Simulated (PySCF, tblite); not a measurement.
Isomers of C6H11FS2Si, one GFN2-xTB conformer each. Single-point energies are computed at PBE0/pcSseg-1 (PySCF, gas phase, no added dispersion term), electronic only.

```
                  SMILES  GFN2-xTB relative energy (kJ/mol)
  CSCS[SiH2]C1=CC[C@H]1F                              167.7
CS[SiH](SC)C1=CC[C@@H]1F                              109.5
   C/C(=C\F)[SiH]1SCCCS1                                0.0
```

Conformers: `[CH3:1][S:2][CH2:3][S:4][SiH2:5][C:6]1=[CH:7][CH2:8][C@H:9]1[F:10]` with C1–S2–C3–S4 65°, S2–C3–S4–Si5 83°, C3–S4–Si5–C6 -80°, S4–Si5–C6–C7 29°; `[CH3:1][S:2][SiH:3]([S:4][CH3:5])[C:6]1=[CH:7][CH2:8][C@@H:9]1[F:10]` with C1–S2–Si3–S4 -171°, S2–Si3–S4–C5 -25°, S2–Si3–C6–C7 93°; `[CH3:1]/[C:2](=[CH:3]\[F:4])[SiH:5]1[S:6][CH2:7][CH2:8][CH2:9][S:10]1` with C1–C2–Si5–S6 54°, C2–Si5–S6–C7 168°, Si5–S6–C7–C8 -59°, S6–C7–C8–C9 79°, C7–C8–C9–S10 -80°.

What does PBE0/pcSseg-1 give for the same structures?

```csv
SMILES,PBE0/pcSseg-1 E (Eh),PBE0/pcSseg-1 (kJ/mol),GFN2-xTB (kJ/mol),point group
C/C(=C\F)[SiH]1SCCCS1,-1420.16191,0.0,0.0,C1
CS[SiH](SC)C1=CC[C@@H]1F,-1420.11654,119.1,109.5,C1
CSCS[SiH2]C1=CC[C@H]1F,-1420.07828,219.6,167.7,C1
```

Both levels put the same isomer lowest; measured from each level's own lowest isomer, the values differ by up to 51.9 kJ/mol (CSCS[SiH2]C1=CC[C@H]1F: 167.7 against 219.6). As drawn, the highest has a four-membered ring, which the lowest lacks.

Which frontier levels, dipoles and rotational constants go with these structures?

```
                  SMILES  HOMO (eV, PBE0/pcSseg-1)  LUMO (eV)  dipole (D)       A, B, C (MHz)
   C/C(=C\F)[SiH]1SCCCS1                     -6.85      -0.24        2.98  1434, 546.6, 425.2
CS[SiH](SC)C1=CC[C@@H]1F                     -6.80      -1.04        1.77  1055, 620.6, 443.0
  CSCS[SiH2]C1=CC[C@H]1F                     -6.54      -0.76        1.88  1323, 474.3, 386.6
```

What happens when harmonic zero-point energies from GFN2-xTB frequencies are added?

```
                  SMILES  ZPE (kJ/mol)  electronic (kJ/mol)  with ZPE (kJ/mol)
   C/C(=C\F)[SiH]1SCCCS1         413.0                  0.0                0.0
CS[SiH](SC)C1=CC[C@@H]1F         404.1                119.1              110.2
  CSCS[SiH2]C1=CC[C@H]1F         396.9                219.6              203.4
```

The zero-point energies span 16.1 kJ/mol. The order is unchanged.
